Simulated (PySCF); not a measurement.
**A small calculation by hand: chemical shift, span and skew from a shielding tensor**

2-fluorocyclopent-2-en-1-one (C5H5FO), SMILES C1CC(=O)C(F)=C1. Atoms are numbered in the order given.

```xyz
12

O      1.7565    -1.0517     0.0000
C      0.8495    -0.2601     0.0000
C      0.9398     1.2580     0.0000
C     -0.5078     1.7693     0.0000
C     -1.3535     0.5310     0.0000
C     -0.5993    -0.5755     0.0000
F     -1.0161    -1.8239     0.0000
H      1.5145     1.5810     0.8814
H      1.5145     1.5810    -0.8814
H     -0.7313     2.3953     0.8802
H     -0.7313     2.3953    -0.8802
H     -2.4452     0.5403     0.0000
```

Geometry: PBE0-D3(BJ)/def2-SVP. Other conformers were not sampled.

GIAO shieldings from PySCF with PBE/pcSseg-1, non-relativistic, no solvent. The symmetric part of the tensor of C5 has the principal values -59.5, 29.5, 146.0 ppm. The same nucleus in TMS has σ = 182.0 ppm at this level (PySCF, at its B3LYP-D3(BJ)/def2-TZVP geometry).

Work out the isotropic shielding, the ¹³C shift against TMS, the span and the skew.


σ(iso) = (σ11 + σ22 + σ33)/3 = 38.7 ppm. δ = σ(ref) − σ(iso) = 182.0 − (38.7) = 143.3 ppm.
Span Ω = σ33 − σ11 = 205.5 ppm. Skew κ = 3(σ(iso) − σ22)/Ω = 0.13. Tumbling in solution averages the tensor to δ; in a static solid the shielding alone would spread this spin-1/2 line over Ω.
